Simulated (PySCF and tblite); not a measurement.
Values are calculated unless marked as measured or tabulated.
C₇H₅BrOS, numbered as in [CH2:1]=[CH:2][c:3]1[cH:4][c:5](=[S:6])[c:7]([Br:8])[cH:9][o:10]1. Search: ETKDG and KDG, MMFF94s, GFN2-xTB, 90 starts; geometries at GFN2-xTB. Weights use PBE0-D3(BJ)/6-31G* energies plus GFN2-xTB zero-point and thermal terms (modes under about 100 cm⁻¹ blended into free rotors). Symmetry numbers and mirror images are counted. Conformers within 2.5 kcal/mol (GFN2-xTB free energy) were kept, 4 at most. GIAO shieldings: PBE0/6-31G*. Shifts are against TMS (¹H), TMS (¹³C) at the same level. Codes: tblite and PySCF.

Torsions listed: C1–C2–C3–O10.

```tsv
conformer	shape	point group	mirror pair	ΔE(DFT)	Δ(G−E) at 298.15 K	δ H4 (ppm)
1	0°	Cs	no	0.00	0.00	6.95
2	180°	Cs	no	1.97	-0.14	7.59
```

Energies in kcal/mol; the thermal term leaves out symmetry numbers and mirror images.

Task: Work out the weights at 298.15 K and the ¹H shift of H4 under fast exchange.

Result: RT = 0.592 kcal/mol. Each conformer gets RT ln(σ/g), with σ the rotational symmetry number and g = 2 for a mirror pair: 1: σ = 1, g = 1, G = 0.00 + 0.00 + 0.00 = 0.00, 0.00 above the lowest, exp(−ΔG/RT) = 1.000; 2: σ = 1, g = 1, G = 1.97 − 0.14 + 0.00 = 1.83, 1.83 above the lowest, exp(−ΔG/RT) = 0.045. The sum is 1.045, so the weights are 95.6, 4.4 %. The averaged shift is 6.98 ppm. At 298.15 K the leading conformer alone gives 6.95 ppm and bare DFT energies give 6.97 ppm.

Spin–orbit effects of the heavy atoms on shieldings are missing.
